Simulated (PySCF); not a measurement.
# Property card for SiCl2(NHMe)2 (`CN[Si](Cl)(Cl)NC`)

Species: SiCl2(NHMe)2, C2H8Cl2N2Si.
Bonds: Si1–Cl2, Si1–Cl3, Si1–N4, Si1–N10, N4–C5, N10–C11. Hydrogens: H6 on N4; H7, H8, H9 on C5; H12 on N10; H13, H14, H15 on C11.

From PBE0-D3(BJ)/def2-SVP geometry optimisation, gas phase (PySCF):

```
Point group                  : C1
Rotational constants A, B, C : 1.274, 1.234, 1.052 GHz
```

PBE0/def2-SVPD ground state and vertical TDDFT (core frozen in the response) (PySCF):

```
Dipole moment                                                     : 2.88 D
HOMO energy                                                       : -7.38 eV
LUMO energy                                                       : 0.19 eV
HOMO–LUMO gap                                                     : 7.57 eV
Lowest singlet excitation                                         : 6.35 eV (195 nm, f = 0.009)
Strongest line among the 10 lowest singlet transitions            : S7 at 7.58 eV (164 nm, f = 0.055)
Lowest triplet excitation (Tamm–Dancoff)                          : 6.09 eV
Static isotropic polarisability                                   : 92.7 au
Electronic spatial extent ⟨r²⟩ about the centre of nuclear charge : 1411 bohr²
```

From B3LYP/pcSseg-1 ground state and GIAO shieldings, non-relativistic (PySCF):

```
13C chemical shifts (computed TMS as zero) by class         : 29.5 (C5/C11) ppm
1H chemical shifts (computed TMS as zero) by class          : 2.64 (H7/H8/H9/H13/H14/H15), 0.53 (H6/H12) ppm
Isotropic shieldings of nuclei other than C and H, by class : 214 (N4/N10), 356 (Si1), 851 (Cl2/Cl3) ppm
```

delta-SCF UKS SCAN, pcX-2 on the ionised atom, pcseg-1 elsewhere, spin-free X2C; 2p3/2 from a spin–orbit splitting computed afterwards within the 2p shell (PySCF):

```
Core binding energies : Si2p3/2 108.2 (Si1), Cl2p3/2 205.7 (Cl2/Cl3), C1s 291.8 (C5/C11), N1s 404.9 (N4/N10), Si1s 1848.4 (Si1), Cl1s 2828.3 (Cl2/Cl3) eV
```

Monoisotopic mass from the formula: 157.9834 u.

The largest Löwdin shares of the HOMO are 0.48 on N4, 0.11 on N10, 0.11 on C5 and 0.06 on Si1. S1 lies 1.22 eV below the HOMO–LUMO gap. A dipole of 2.88 D is allowed in C1, and pure rotational transitions are dipole-allowed. With B = h/(8π²I), that is 505.379 GHz u Å² over I, the principal moments of inertia are 396.8, 409.4 and 480.3 u Å² (most abundant isotopes).

One conformer (not necessarily the lowest) at the PBE0-D3(BJ)/def2-SVP geometry, without solvent or vibrations. NMR classes are plain means over equivalent atoms (diastereotopic ones count apart unless rotation or inversion swaps them), as if these changed places fast; in this geometry the members of some classes differ.

For the TDDFT job (PBE0/def2-SVPD), hardware: an Arm Neoverse V1 with one thread, shared host. Cost: 80 s wall (with the writing of density and orbital grids), 0.94 GiB resident at most.
